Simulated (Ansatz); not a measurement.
Pulling on the Al1–H2 bond in AlFH2 (SMILES [F][AlH2]) (multiplicity 1 held, fragments rigid). Energies count from the point at 1.570 Å.
Geometry at that point (charge 0, multiplicity 1):
```xyz
4

Al    -0.247    -0.479     0.158
H      0.471    -1.312     1.279
H     -1.589    -0.859    -0.560
F      0.481     0.933    -0.309
```

Unrestricted levels (U-) break spin symmetry where that is lower. Active spaces are followed from a long bond inwards. Curves can end on different states.

Frozen-core correlation.

Codes used: Ansatz (a first-principles code). Each number belongs to the level named beside it.

Q: Give the energy at R = 5.024 Å at the level U-CCSD/cc-pV(D+d)Z.

A: 356 kJ/mol

Doubts at one or more of the structures used: a spin-contaminated determinant (U-CCSD/cc-pV(D+d)Z).
